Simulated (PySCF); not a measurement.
# Correlation energy of Be (beryllium, neutral)

[He] 2s2, closed-shell 1S. Computed with PySCF 2.14 in aug-cc-pVDZ (4s3p2d, 23 functions), with no relativity, point nucleus. Frozen: 1s2; 2 electrons correlated.

Total MP2 correlation energy: -25.77 mhartree.

Same-spin part 0.00 and opposite-spin part -25.77 mhartree; SCS-MP2 scales them by 1/3 and 6/5 to -30.93 mhartree.

With two correlated electrons CCSD is exact within the correlated space (frozen core and kept virtual orbitals).

| level | correlation energy (mhartree) |
| --- | --- |
| CCSD | -44.52 |

Diagnostics: T1 = 0.019, D1 = 0.0275, largest double amplitude 0.123.

Cost of the coupled-cluster step: 0.09 s of wall time on 1 thread of Neoverse-N1 (shared host), for 2 correlated electrons.

Iterations:

```
CC2 = 0
CCSD nocc = 1, nmo = 22
frozen orbitals [0]
max_cycle = 100
direct = 0
conv_tol = 1e-08
conv_tol_normt = 1e-06
diis_space = 8
diis_start_cycle = 0
Init t2, MP2 energy = -14.598152926645  E_corr(MP2) -0.0257726152231294
Init E_corr(CCSD) = -0.0257726152238283
cycle = 1  E_corr(CCSD) = -0.0350876479381508  dE = -0.00931503271  norm(t1,t2) = 0.0638073
cycle = 2  E_corr(CCSD) = -0.0393773200427292  dE = -0.0042896721  norm(t1,t2) = 0.034922
cycle = 3  E_corr(CCSD) = -0.0445786346780915  dE = -0.00520131464  norm(t1,t2) = 0.0198885
cycle = 4  E_corr(CCSD) = -0.0444874254845527  dE = 9.12091935e-05  norm(t1,t2) = 0.00084848
cycle = 5  E_corr(CCSD) = -0.0445387496011006  dE = -5.13241165e-05  norm(t1,t2) = 0.000213319
cycle = 6  E_corr(CCSD) = -0.0445209603974526  dE = 1.77892036e-05  norm(t1,t2) = 6.83202e-05
cycle = 7  E_corr(CCSD) = -0.0445221075206154  dE = -1.14712316e-06  norm(t1,t2) = 9.78158e-06
cycle = 8  E_corr(CCSD) = -0.0445221467306072  dE = -3.92099918e-08  norm(t1,t2) = 2.48561e-06
cycle = 9  E_corr(CCSD) = -0.0445219414125138  dE = 2.05318093e-07  norm(t1,t2) = 1.02055e-06
cycle = 10  E_corr(CCSD) = -0.0445219004132042  dE = 4.09993096e-08  norm(t1,t2) = 1.5928e-07
cycle = 11  E_corr(CCSD) = -0.0445219036242391  dE = -3.21103496e-09  norm(t1,t2) = 3.14467e-08
CCSD converged
E(CCSD) = -14.61690221504611  E_corr = -0.04452190362423913
```
